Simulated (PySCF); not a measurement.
**Relaxation of quartet CuH₄**

Level of theory: UPBE0/[Cu def2-TZVP, H def2-TZVP], no relativity, density fitting, PySCF. A (50,194) grid was used.

A hand-made see-saw start, of C2v symmetry, held to at least that symmetry:

```xyz
5
charge 0 multiplicity 4, angstrom
Cu    0.0000    0.0000   -0.0305
H     0.0000    1.4345    0.0950
H     0.0000   -1.4345    0.0950
H     1.1347    0.0000    0.8561
H    -1.1347    0.0000    0.8561
```

Question: What forces act on the atoms at the start (eV/Å)?

Answer: 
```csv
atom,Fx,Fy,Fz
Cu1,0.00,0.00,-2.82
H2,0.00,2.29,-0.26
H3,0.00,-2.29,-0.26
H4,1.36,0.00,1.67
H5,-1.36,0.00,1.67
```

Question: What does it relax to?

Answer: It ends at Td with Cu–H 1.589 Å (×4); H–Cu–H 109.5° (×6) (after a last refinement on a finer grid). A frequency run shows a minimum. Other isomers or separated fragments may lie lower.

Question: How much energy is released, and in how many steps?

Answer: 160.7 kJ/mol in 16 steps.

With open d or f shells other occupations or spin states may lie lower.

The relaxation took roughly 60 core-seconds on a shared host.
